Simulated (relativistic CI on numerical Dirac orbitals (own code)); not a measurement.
## Ru³⁺ (4d5) in a crystal field

Calculated by Dirac-Coulomb-Breit CI, separate exchange-only KLI orbitals for each configuration, model QED (radiative potential, 1s self-energy scaled to tabulated hydrogen-like ionisation energies), one configuration in a parametric crystal field, unscaled Slater integrals (own radial code). With so little scaling, terms lie 10 to 35 % too far apart, which can change the order of excited levels.

Field parameters in Wybourne normalisation: Oh B⁴₀ = 21Dq, B⁴₄ = √(5/14) B⁴₀. The field is a parameter set, without covalency.

S is read from ⟨S²⟩ = S(S + 1).

Levels (cm⁻¹, degeneracy): 0 (2), 2138 (4), 4303 (4), 4328 (2), 9962 (4), 10225 (2), 10246 (4), 10467 (2), 16240 (2), 16289 (4), 16443 (4), 16459 (2).

Task: Which field gives this pattern?
A. Oh, 10Dq = 20350 cm⁻¹
B. Oh, 10Dq = 34700 cm⁻¹
C. Oh, 10Dq = 25100 cm⁻¹
D. Oh, 10Dq = 39500 cm⁻¹

Result: C. Oh, 10Dq = 25100 cm⁻¹, ground level with S = 0.58.
